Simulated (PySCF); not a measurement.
Ar⁺ (argon, charge +1): B3LYP calculation

Configuration: [Ne] 3s2 3p5, 2P determinant. Calculation: PySCF 2.14, in aug-cc-pV(D+d)Z (5s4p3d, 32 functions); the non-relativistic Hamiltonian (point nucleus).

- Total energy: -526.9625 hartree
- One-electron energy: -719.4859 hartree
- Hartree (Coulomb) energy: 223.0583 hartree
- Exchange-correlation energy: -30.5350 hartree
- Kinetic energy: 525.97200 hartree
- ⟨S²⟩: 0.7522
- ⟨L²⟩: 2.009
- Sum of ⟨r⟩: 13.80 bohr
- Sum of ⟨r²⟩: 20.25 bohr²
- Traceless quadrupole moment −½Σ⟨3z² − r²⟩ along its main axis: 1.15 e·bohr²
- Density at the nucleus (Gaussians lack the cusp): 3740 bohr⁻³
- Spin density at the nucleus: 0.161 bohr⁻³
- Langevin diamagnetic susceptibility: -16.0 ×10⁻⁶ cm³/mol
- Time after the integrals: 0.32 s of wall time on 1 thread of Neoverse-N1 (shared host)

```json
{"shell": "1s α", "electrons": "1", "mean orbital energy (eV)": "-3146.6", "spread (eV)": "0", "rms radius, mean of both spins (bohr)": "0.0998"}
{"shell": "1s β", "electrons": "1", "mean orbital energy (eV)": "-3146.3", "spread (eV)": "0", "rms radius, mean of both spins (bohr)": "0.0998"}
{"shell": "2s α", "electrons": "1", "mean orbital energy (eV)": "-317.25", "spread (eV)": "0", "rms radius, mean of both spins (bohr)": "0.452"}
{"shell": "2s β", "electrons": "1", "mean orbital energy (eV)": "-317.02", "spread (eV)": "0", "rms radius, mean of both spins (bohr)": "0.452"}
{"shell": "2p α", "electrons": "3", "mean orbital energy (eV)": "-250.66", "spread (eV)": "0.811", "rms radius, mean of both spins (bohr)": "0.420"}
{"shell": "2p β", "electrons": "3", "mean orbital energy (eV)": "-250.31", "spread (eV)": "0.182", "rms radius, mean of both spins (bohr)": "0.420"}
{"shell": "3s α", "electrons": "1", "mean orbital energy (eV)": "-39.547", "spread (eV)": "0", "rms radius, mean of both spins (bohr)": "1.48"}
{"shell": "3s β", "electrons": "1", "mean orbital energy (eV)": "-37.832", "spread (eV)": "0", "rms radius, mean of both spins (bohr)": "1.48"}
{"shell": "3p α", "electrons": "3", "mean orbital energy (eV)": "-24.138", "spread (eV)": "1.805", "rms radius, mean of both spins (bohr)": "1.70"}
{"shell": "3p β", "electrons": "2", "mean orbital energy (eV)": "-23.004", "spread (eV)": "0", "rms radius, mean of both spins (bohr)": "1.70"}
```
